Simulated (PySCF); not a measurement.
C2H10O2Si2, SMILES O[Si@@]([SiH3])(OC)C.

Geometry optimised at PBE-D3(BJ)/def2-SVP. The structure was generated by enumeration; whether it is a known compound was not checked. The values are those of a single conformer.

Level of theory: PBE-D3(BJ)/def2-SVP (PySCF 2.14.0).

Frequencies are harmonic and unscaled.

```tsv
mode	ν (cm⁻¹)	IR (km/mol)	moving atoms (share of kinetic energy)
1	49	1.9	C 40 %, H 38 %, Si 12 %, O 10 %
2	77	6.4	H 84 %, C 9 %
3	91	0.1	H 90 %
4	119	14.4	H 46 %, C 27 %, O 16 %, Si 11 %
5	125	1.3	H 48 %, O 25 %, Si 16 %, C 11 %
6	148	24.1	H 59 %, C 19 %, Si 17 %
7	157	6.1	H 81 %, O 15 %
8	176	19.2	H 45 %, O 30 %, C 24 %
9	243	29.0	O 38 %, Si 31 %, H 21 %, C 10 %
10	244	12.0	O 44 %, H 27 %, Si 19 %, C 10 %
11	322	46.7	O 53 %, C 18 %, H 18 %, Si 10 %
12	415	18.2	Si 62 %, H 22 %, O 9 %
13	482	14.3	H 79 %, Si 15 %
14	485	13.6	H 76 %, Si 15 %
15	644	63.9	C 34 %, O 24 %, H 22 %, Si 20 %
16	718	20.2	H 48 %, C 21 %, O 18 %, Si 13 %
17	731	112.2	H 76 %, C 17 %
18	765	90.1	H 34 %, Si 29 %, O 19 %, C 17 %
19	814	282.7	H 75 %, Si 12 %, O 10 %
20	847	84.9	H 59 %, Si 24 %, O 12 %
21	897	14.0	H 80 %, Si 12 %
22	904	38.3	H 95 %
23	913	65.8	H 50 %, Si 29 %, O 20 %
24	1117	162.8	O 37 %, C 34 %, H 27 %
25	1137	0.9	H 76 %, C 19 %
26	1171	102.0	H 50 %, O 24 %, C 24 %
27	1212	32.7	H 77 %, C 22 %
28	1374	4.2	H 96 %
29	1379	3.1	H 96 %
30	1423	4.1	H 96 %
31	1424	2.7	H 97 %
32	1429	11.5	H 89 %, C 10 %
33	2137	58.2	H 98 %
34	2152	85.2	H 96 %
35	2166	79.9	H 96 %
36	2908	72.7	H 97 %
37	2968	0.4	H 97 %
38	2973	42.8	H 91 %, C 9 %
39	3032	32.2	H 91 %, C 9 %
40	3064	4.5	H 91 %, C 9 %
41	3076	2.8	H 91 %, C 9 %
42	3743	55.3	H 94 %
```
